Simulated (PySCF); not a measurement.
trimethylarsine (C3H9As), SMILES C[As](C)C.

Geometry: PBE0-D3(BJ)/def2-SVP.

All values below come from M06-2X/def2-TZVP (PySCF).

Symmetry labels are those of the subgroup Cs that the program uses (full group C3v).

Computed valence orbital energies around the gap with their symmetry:
| orbital | symmetry | energy (eV) |
|---|---|---|
| HOMO−7 | A' | -13.08 |
| HOMO−6 | A" | -13.08 |
| HOMO−5 | A" | -12.46 |
| HOMO−4 | A' | -12.46 |
| HOMO−3 | A" | -12.19 |
| HOMO−2 | A" | -9.85 |
| HOMO−1 | A' | -9.85 |
| HOMO | A' | -7.54 |
| LUMO | A' | 1.76 |
| LUMO+1 | A' | 1.85 |
| LUMO+2 | A" | 1.85 |
| LUMO+3 | A' | 3.06 |
